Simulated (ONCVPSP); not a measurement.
## Before and after: ONCV potential for Sr

- Element: Sr
- Generator: ONCVPSP 4.0.1
- Type: optimised norm-conserving Vanderbilt (ONCV)
- Functional: PBEsol
- Relativity: scalar-relativistic
- Frozen core: [Ar] 3d10
- Valence charge: 10
- Reference configuration: 4s2 4p6 5s2
- Partial waves: 4s+5s: rc 2.60 bohr, ncon 3, nbas 6, qcut 4.5 1/bohr, 2 projectors; 4p: rc 2.25 bohr, ncon 5, nbas 9, qcut 6.6 1/bohr, 2 projectors, debl 3.3 Ha; d scattering state at 0.32 Ha: rc 2.55 bohr, ncon 5, nbas 8, qcut 4 1/bohr, 2 projectors, debl 0.3 Ha
- Local potential: polynomial inside 2.05 bohr (lpopt 5, dvloc0 6 Ha)
- Core correction: polynomial model core, fcfact 0.4

In the d channel the program set the typed energies aside and used 0.050, 0.350 Ha.

All-electron outer shells of the reference configuration (PBEsol, scalar-relativistic, ld1.x):

```json
{"shell": "4s", "level (eV)": "-40.87", "outermost node (bohr)": "0.59", "outermost maximum (bohr)": "1.19"}
{"shell": "4p", "level (eV)": "-22.81", "outermost node (bohr)": "0.61", "outermost maximum (bohr)": "1.33"}
{"shell": "5s", "level (eV)": "-3.54", "outermost node (bohr)": "1.65", "outermost maximum (bohr)": "3.67"}
```

Change: all radii but the core radius scaled by about 1.21 (s 3.14, p 2.72, d 3.08 bohr); local potential polynomial inside 2.48 bohr (lpopt 5, dvloc0 6 Ha). In the d channel the program set the typed energies aside and used -0.047, 0.253 Ha.

Cutoffs: the cutoffs (Ha) at which the residual kinetic energy of the hardest occupied pseudo-wave falls to 1 and 0.1 mHa per electron; they do not see the model core or the augmentation charge, which bear on the density cutoff. Errors are all-electron minus pseudo energies relative to the spin-unpolarised reference configuration.

**Question.** What does the change do?

**Answer.** The potential gets softer (8.0 Ha and 16 Ha → 7.6 Ha and 9.2 Ha); of the 4 tests that both files solve, the error grows in 1 and shrinks in 1 by more than 15 % and 0.3 meV (median size 1.4 → 1.1 meV); neither file shows a bound ghost. A larger radius leaves more room for a smooth pseudo-wave, so fewer plane waves are needed.

| quantity | base | changed |
| --- | --- | --- |
| cutoff, loose | 8.0 Ha | 7.6 Ha |
| cutoff, tight | 16 Ha | 9.2 Ha |
| loose cutoff by channel | s 3.8 Ha, p 8.0 Ha | s 4.3 Ha, p 7.6 Ha |
| bound ghosts | none | none |
| GHOST(+) flags under 300 eV | none | none |
| error for 4s2 4p6 5s1, meV [ΔE 5.90 eV] | -0.8 | -1.0 |
| error for 4s2 4p6 5s0, meV [ΔE 16.79 eV] | -5.6 | -7.0 |
| error for 4s2 4p6 5s1.5, meV [ΔE 2.35 eV] | -0.2 | -0.2 |
| error for 4s2 4p6 4d0.5 5s1.5, meV [ΔE 1.15 eV] | -1.9 | -1.1 |
| rms error of d²Exc/dni dnj with the model core, mHa | 2.16 | 2.20 |
